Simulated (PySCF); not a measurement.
SMILES FC(F)(F)c1cccc(c1)-c1cccs1 (C11H7F3S), GFN2-xTB optimised geometry. Atoms within 1.6 Å of the plane z = 0.0 Å (x, y, z in Å): F1 (3.81, 0.59, -0.29), C2 (3.28, 1.79, 0.00), F3 (3.78, 2.14, 1.20), F4 (3.79, 2.66, -0.89), C5 (1.78, 1.79, 0.00), C6 (1.11, 3.01, 0.00), C7 (-0.27, 3.02, 0.02), C8 (-0.98, 1.83, 0.05), C9 (-0.32, 0.60, 0.05), C10 (-1.06, -0.64, 0.07), C11 (-0.60, -1.93, 0.08), C12 (-1.62, -2.90, 0.10), C13 (-2.86, -2.34, 0.12), S14 (-2.81, -0.63, 0.10), C15 (1.08, 0.59, 0.03), H16 (1.68, 3.93, -0.02), H17 (-0.80, 3.96, 0.02), H18 (-2.06, 1.85, 0.06), H19 (0.45, -2.19, 0.07), H20 (-1.44, -3.96, 0.11), H21 (-3.81, -2.84, 0.13), H22 (1.62, -0.34, 0.03).

Level of theory: PySCF 2.14.0 with B3LYP/def2-SVP. Cells within 0.4 Å of a nucleus heavier than hydrogen are left out (blank, or x).

Map of the electron localisation function on the plane z = 0.0 Å:

```
|0000000000000000000000000|
|0000000000100000000000000|
|0000000018980018950000000|
|0000000069993069990000000|
|0000000039996189980000000|
|0000000006995759920121000|
|00000001005xx9xx400221000|
|0000008995894659643420000|
|0000008998x5305xx9xx30000|
|0000001998x8316xx92x30000|
|0000220023854728623876300|
|00036884005xx9x24048x8400|
|0004896565895679904885200|
|000377xx84x62089920331000|
|0001461075x72019940000000|
|0000059813846810000000000|
|000156x4342x9992000000000|
|006999x473959998000000000|
|008999682x633896000000000|
|0069982279810010000000000|
|0005510199960000000000000|
|0000000199980000000000000|
|0000000089940000000000000|
|0000000002100000000000000|
|0000000000000000000000000|
```
Scale: ten equal steps from 0.000 (start of '0') to 1.000 (end of '9'), in the order '0123456789'; x runs from -6.00 to 6.00, y from -6.00 (bottom) to 6.00 (top).
